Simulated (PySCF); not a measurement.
C₈H₈S.
Atom-mapped SMILES: `[CH2:1]=[CH:2][c:3]1[cH:4][cH:5][cH:6][cH:7][c:8]1[SH:9]` (hydrogens: H10, H11 on C1; H12 on C2; H13 on C4; H14 on C5; H15 on C6; H16 on C7; H17 on S9)

The same species was optimised twice, with GFN2-xTB and with PBE0-D3(BJ)/def2-SVP (PySCF), and the same property calculations (PySCF, gas phase) were run on both structures.

| coordinate | GFN2-xTB | PBE0-D3(BJ)/def2-SVP | change |
| --- | --- | --- | --- |
| C1=C2 (Å) | 1.326 | 1.338 | +0.012 |
| C3–C8 (Å) | 1.399 | 1.412 | +0.013 |
| C6–C7 (Å) | 1.381 | 1.391 | +0.010 |
| C7–C8 (Å) | 1.388 | 1.398 | +0.010 |
| C3–C4 (Å) | 1.394 | 1.404 | +0.010 |
| C4–C5 (Å) | 1.381 | 1.390 | +0.009 |
| C5–C6 (Å) | 1.386 | 1.394 | +0.008 |
| C2–C3 (Å) | 1.463 | 1.469 | +0.006 |
| C8–S9 (Å) | 1.775 | 1.776 | +0.001 |
| C2–C3–C8 (°) | 122.2 | 121.0 | -1.2 |
| C1–C2–C3 (°) | 124.5 | 125.6 | +1.1 |
| C7–C8–S9 (°) | 116.5 | 117.4 | +0.9 |
| C2–C3–C4 (°) | 120.1 | 120.9 | +0.8 |
| C3–C8–C7 (°) | 120.7 | 120.2 | -0.5 |
| C3–C8–S9 (°) | 122.9 | 122.4 | -0.5 |
| C4–C3–C8 (°) | 117.7 | 118.1 | +0.4 |
| C6–C7–C8 (°) | 120.4 | 120.6 | +0.2 |
| C1–C2–C3–C4 (°) | 38 | 35 | -3 |

Rotational constants: A = 1642, B = 1511, C = 797.5 MHz (GFN2-xTB) against A = 1632, B = 1485, C = 787.1 MHz (PBE0-D3(BJ)/def2-SVP). Point groups within 0.08 Å: C1 and C1.

On the GFN2-xTB structure: HOMO (eV) -6.40 [PBE0/pcSseg-1]; LUMO (eV) -1.11 [PBE0/pcSseg-1]; dipole (D) 1.27 [PBE0/pcSseg-1]; GIAO shielding of C1 (ppm) 61.8 [PBE0/pcSseg-1]; GIAO shielding of C2 (ppm) 42.6 [PBE0/pcSseg-1]; GIAO shielding of C3 (ppm) 46.3 [PBE0/pcSseg-1]; GIAO shielding of C4 (ppm) 53.1 [PBE0/pcSseg-1]; GIAO shielding of C5 (ppm) 56.8 [PBE0/pcSseg-1]; GIAO shielding of C6 (ppm) 53.0 [PBE0/pcSseg-1]; GIAO shielding of C7 (ppm) 54.0 [PBE0/pcSseg-1]; GIAO shielding of C8 (ppm) 46.5 [PBE0/pcSseg-1].

**Question.** What do these properties become on the PBE0-D3(BJ)/def2-SVP structure?

**Answer.** 
```csv
property,level,on GFN2-xTB,on PBE0-D3(BJ)/def2-SVP,change
HOMO (eV),PBE0/pcSseg-1,-6.40,-6.54,-0.14
LUMO (eV),PBE0/pcSseg-1,-1.11,-1.22,-0.11
dipole (D),PBE0/pcSseg-1,1.27,1.31,+0.04
"energy, GFN2-xTB geometry as zero (kcal/mol)",PBE0/pcSseg-1,0.0,-1.1,-1.1
GIAO shielding of C1 (ppm),PBE0/pcSseg-1,61.8,60.7,-1.1
GIAO shielding of C2 (ppm),PBE0/pcSseg-1,42.6,39.2,-3.4
GIAO shielding of C3 (ppm),PBE0/pcSseg-1,46.3,40.2,-6.1
GIAO shielding of C4 (ppm),PBE0/pcSseg-1,53.1,52.1,-1.0
GIAO shielding of C5 (ppm),PBE0/pcSseg-1,56.8,52.3,-4.5
GIAO shielding of C6 (ppm),PBE0/pcSseg-1,53.0,50.7,-2.3
GIAO shielding of C7 (ppm),PBE0/pcSseg-1,54.0,47.2,-6.8
GIAO shielding of C8 (ppm),PBE0/pcSseg-1,46.5,47.2,+0.7
```

The heavy atoms differ by 0.027 Å rms after alignment. Among bonds between heavy atoms C1=C2 and C3–C8 change most and about equally (+0.012 to +0.013 Å). Changes are differences of the printed values. Neither structure is proved a minimum here.

Conformer computed: `[CH2:1]=[CH:2][c:3]1[cH:4][cH:5][cH:6][cH:7][c:8]1[SH:9]`: C1–C2–C3–C4 35°, H–S9–C8–C7 -139°.
